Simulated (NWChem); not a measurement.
Everything below was run with NWChem. System: ClIn, charge 0, spin multiplicity 1, at a geometry optimised with PBE/def2-SVP with def2 effective core potentials on In. The structure started from a generated list of species. Level: G0W0@PBE/def2-SVP with def2 effective core potentials on In, RI basis def2-svp-rifit, no spin-orbit coupling.

NWChem printed:

```
             Northwest Computational Chemistry Package (NWChem) 7.3.0
             --------------------------------------------------------

                                NWChem Input Module
                                -------------------

 Scaling coordinates for geometry "geometry" by  1.889725989
 (inverse scale =  0.529177249)

 Turning off AUTOSYM since
 SYMMETRY directive was detected!

                             Geometry "geometry" -> ""
                             -------------------------

 Output coordinates in angstroms (scale by  1.889725989 to convert to a.u.)

  No.       Tag          Charge          X              Y              Z
 ---- ---------------- ---------- -------------- -------------- --------------
    1 In                  49.0000     0.00000000     0.00000000    -0.63069200
    2 Cl                  17.0000     0.00000000     0.00000000     1.81787800

 Effective nuclear repulsion energy (a.u.)     180.0253406751

            Nuclear Dipole moment (a.u.)
            ----------------------------
        X                 Y               Z
 ---------------- ---------------- ----------------
     0.0000000000     0.0000000000     0.0000340151

      Symmetry information
      --------------------

 Group name             C2v
 Group number             16
 Group order               4
 No. of unique centers     2

      Symmetry unique atoms

     1    2


 Summary of "ao basis" -> "" (spherical)
 ------------------------------------------------------------------------------
       Tag                 Description            Shells   Functions and Types
 ---------------- ------------------------------  ------  ---------------------
 *                          def2-svp                  on all atoms

 Summary of "ri basis" -> "" (spherical)
 ------------------------------------------------------------------------------
       Tag                 Description            Shells   Functions and Types
 ---------------- ------------------------------  ------  ---------------------
 *                       def2-svp-rifit               on all atoms

  pbe96 is a nonlocal functional; adding pw91lda local functional.

                                 NWChem DFT Module
                                 -----------------

 Summary of "ao basis" -> "ao basis" (spherical)
 ------------------------------------------------------------------------------
       Tag                 Description            Shells   Functions and Types
 ---------------- ------------------------------  ------  ---------------------
 In                         def2-svp                10       26   4s4p2d
 Cl                         def2-svp                 8       18   4s3p1d

 Summary of "ao basis" -> "ao basis" (spherical)
 ------------------------------------------------------------------------------
       Tag                 Description            Shells   Functions and Types
 ---------------- ------------------------------  ------  ---------------------
 In                         def2-svp                10       26   4s4p2d
 Cl                         def2-svp                 8       18   4s3p1d

      Symmetry analysis of basis
      --------------------------

        a1         21
        a2          3
        b1         10
        b2         10

            General Information
            -------------------
          SCF calculation type: DFT
          Wavefunction type:  closed shell.
          No. of atoms     :     2
          No. of electrons :    38
           Alpha electrons :    19
            Beta electrons :    19
          Charge           :     0
          Spin multiplicity:     1
          Use of symmetry is: on ; symmetry adaption is: on
          Maximum number of iterations: 100
          This is a Direct SCF calculation.
          AO basis - number of functions:    44
                     number of shells:    18
          Convergence on energy requested:  1.00D-06
          Convergence on density requested:  1.00D-05
          Convergence on gradient requested:  5.00D-04

              XC Information
              --------------
          PerdewBurkeErnzerhof Exchange Functional  1.000
            Perdew 1991 LDA Correlation Functional  1.000 local
[...]
                       DFT Final Molecular Orbital Analysis
                       ------------------------------------

 Vector   17  Occ=2.000000D+00  E=-2.433709D-01  Symmetry=b1
              MO Center=  1.8D-17,  3.7D-19,  1.7D+00, r^2= 1.5D+00
   Bfn.  Coefficient  Atom+Function         Bfn.  Coefficient  Atom+Function
  ----- ------------  ---------------      ----- ------------  ---------------
    37      0.627510  2 Cl px                34      0.453488  2 Cl px
    31      0.267530  2 Cl px                11      0.111021  1 In px
    14      0.101379  1 In px                20      0.066437  1 In d  1
    25     -0.039750  1 In d  1               8     -0.033806  1 In px
     5     -0.031478  1 In px

 Vector   18  Occ=2.000000D+00  E=-2.433709D-01  Symmetry=b2
              MO Center=  6.4D-19, -6.3D-17,  1.7D+00, r^2= 1.5D+00
   Bfn.  Coefficient  Atom+Function         Bfn.  Coefficient  Atom+Function
  ----- ------------  ---------------      ----- ------------  ---------------
    38      0.627510  2 Cl py                35      0.453488  2 Cl py
    32      0.267530  2 Cl py                12      0.111021  1 In py
    15      0.101379  1 In py                18     -0.066437  1 In d -1
    23      0.039750  1 In d -1               9     -0.033806  1 In py
     6     -0.031478  1 In py

 Vector   19  Occ=2.000000D+00  E=-2.266745D-01  Symmetry=a1
              MO Center= -4.0D-16, -4.0D-16,  2.2D-01, r^2= 4.1D+00
   Bfn.  Coefficient  Atom+Function         Bfn.  Coefficient  Atom+Function
  ----- ------------  ---------------      ----- ------------  ---------------
    39      0.477913  2 Cl pz                 3      0.471204  1 In s
    36      0.348749  2 Cl pz                 4      0.321716  1 In s
     1     -0.284346  1 In s                 13     -0.267063  1 In pz
    33      0.204362  2 Cl pz                19      0.104684  1 In d  0
    16     -0.093872  1 In pz                10      0.081471  1 In pz

 Vector   20  Occ=0.000000D+00  E=-8.634226D-02  Symmetry=b1
              MO Center=  7.1D-18, -2.3D-18, -5.6D-01, r^2= 4.3D+00
   Bfn.  Coefficient  Atom+Function         Bfn.  Coefficient  Atom+Function
  ----- ------------  ---------------      ----- ------------  ---------------
    11      0.582184  1 In px                14      0.550672  1 In px
    37     -0.239853  2 Cl px                 8     -0.155579  1 In px
     5     -0.143607  1 In px                34     -0.140829  2 Cl px
    31     -0.081708  2 Cl px

 Vector   21  Occ=0.000000D+00  E=-8.634226D-02  Symmetry=b2
              MO Center=  1.3D-18,  1.0D-17, -5.6D-01, r^2= 4.3D+00
   Bfn.  Coefficient  Atom+Function         Bfn.  Coefficient  Atom+Function
  ----- ------------  ---------------      ----- ------------  ---------------
    12      0.582184  1 In py                15      0.550672  1 In py
    38     -0.239853  2 Cl py                 9     -0.155579  1 In py
     6     -0.143607  1 In py                35     -0.140829  2 Cl py
    32     -0.081708  2 Cl py

 Vector   22  Occ=0.000000D+00  E=-1.593332D-02  Symmetry=a1
              MO Center= -6.5D-16, -6.5D-16, -6.7D-01, r^2= 5.8D+00
   Bfn.  Coefficient  Atom+Function         Bfn.  Coefficient  Atom+Function
  ----- ------------  ---------------      ----- ------------  ---------------
    16      0.868949  1 In pz                30     -0.436955  2 Cl s
    13      0.394885  1 In pz                39      0.384680  2 Cl pz
     3      0.302531  1 In s                 36      0.187438  2 Cl pz
    29     -0.163628  2 Cl s                  1     -0.136793  1 In s
    28      0.128044  2 Cl s                 19      0.114566  1 In d  0

 center of mass
 --------------
 x =   0.00000000 y =   0.00000000 z =  -0.11221871

 moments of inertia (a.u.)
 ------------------
         574.005878037509           0.000000000000           0.000000000000
           0.000000000000         574.005878037509           0.000000000000
           0.000000000000           0.000000000000           0.000000000000

     Multipole analysis of the density
     ---------------------------------

     L   x y z        total         alpha         beta         nuclear
     -   - - -        -----         -----         ----         -------
     0   0 0 0     -0.000000    -19.000000    -19.000000     38.000000

     1   1 0 0     -0.000000     -0.000000     -0.000000      0.000000
     1   0 1 0     -0.000000     -0.000000     -0.000000      0.000000
     1   0 0 1     -1.180533    -17.275974    -17.275974     33.371416

     2   2 0 0    -24.975094    -12.487547    -12.487547      0.000000
     2   1 1 0     -0.000000     -0.000000     -0.000000      0.000000
     2   1 0 1     -0.000000     -0.000000     -0.000000      0.000000
     2   0 2 0    -24.975094    -12.487547    -12.487547      0.000000
     2   0 1 1     -0.000000     -0.000000     -0.000000      0.000000
     2   0 0 2    -30.214221   -130.332478   -130.332478    230.450735

 Task  times  cpu:        1.9s     wall:        1.9s

                                NWChem Input Module
                                -------------------

                                 NWChem GW Module
                                 ----------------

                             ***********************
                             ***        GW       ***
                             ***********************

 Summary of "ri basis" -> "ri basis" (spherical)
 ------------------------------------------------------------------------------
       Tag                 Description            Shells   Functions and Types
 ---------------- ------------------------------  ------  ---------------------
 In                      def2-svp-rifit             30      114   9s8p7d4f2g
 Cl                      def2-svp-rifit             20       62   8s5p5d2f

                 Memory Information
                 ------------------
          Available GA per process is          1700.0 MBs
          Available stack per process is        700.0 MBs
          Available heap per process is           0.0 MBs

          Peak memory in Initialization
              Peak GA per process is                  1.4 MBs
              Peak stack per process is               0.0 MBs
              Peak heap per process is                1.6 MBs
              Memory not in MA per process            0.0 MBs

          Peak memory in AFF Calculation
              Peak GA per process is                  3.5 MBs
              Peak stack per process is               1.7 MBs
              Peak heap per process is                0.0 MBs
              Memory not in MA per process            1.7 MBs

          Computing 2-center integrals
          Computing Inverse Cholesky factor
          Computing 3-center integrals
          Computing V_xc ...

          Computing Sigma_x
          Computing RPA polarizability
          Solving quasiparticle equations

                  Alpha Orbitals
          State     Energy (eV)     Error (eV)
          -----------------------------------
@GW        16        -10.974           0.002
@GW        17         -8.786           0.005
@GW        18         -8.786           0.005
@GW        19         -8.533           0.002
@GW        20          0.476           0.002
@GW        21          0.476           0.002

   Applying  -2.3646 eV scissor-shift to rest of particle states

   Applying   2.8259 eV scissor-shift to rest of hole states

     GW Timing Statistics
   ------------------------
   Init.   :          0.0s
     ERIs  :          0.1s
     Distr.:          0.0s
     Vxc   :          0.0s
   Sigma_x :          0.0s
   RPA     :          0.0s
   Wmn     :          0.0s
   Sigma_c :          0.0s
   GW total:          0.2s

 Task  times  cpu:        0.2s     wall:        0.2s

 Total times  cpu:        2.1s     wall:        2.1s
```

Q: Write an NWChem input that would produce this output.

A: This is not unique; one that fits is 
```
start mol
memory heap 200 mb stack 700 mb global 1700 mb
geometry units angstroms nocenter noautoz
  In     0.000000     0.000000    -0.630692
  Cl     0.000000     0.000000     1.817878
  symmetry group C2v
end
basis spherical
  * library def2-svp
end
ecp
  In library def2-ecp
end
basis "ri basis" bse spherical
  * library def2-svp-rifit
end
dft
  xc xpbe96 cpbe96
  iterations 100
  direct
  tolerances tight
end
task dft energy
gw
  states alpha occ 4 vir 2
end
task dft gw
```
